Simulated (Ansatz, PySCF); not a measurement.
Energy difference R1 → P1 + P2, each structure at its B3LYP-D3(BJ)/def2-TZVP stationary point, reached from a drawn start (curvature not checked).
R1: CF6Si (SMILES FC(F)(F)[Si](F)(F)F), charge 0, multiplicity 1.
P1: SiF4 (SMILES F[Si](F)(F)F), charge 0, multiplicity 1.
P2: CF2 (SMILES F[C]F), charge 0, multiplicity 1.

P less R. No zero-point or thermal terms.

Programs: Ansatz (Gaussian basis) for Hartree–Fock, density functionals and correlated methods; PySCF for the D3/D4 terms. All values are computed, each at the level named.

Predict the reaction energy from SVWN5/def2-TZVPPD.

129 kJ/mol

Give the reaction energy at the level B3LYP-D3(BJ)/def2-TZVPPD.

59 kJ/mol

What reaction energy does revPBE-D3(BJ)/def2-TZVPPD give?

68 kJ/mol

Ansatz is an electronic-structure program.
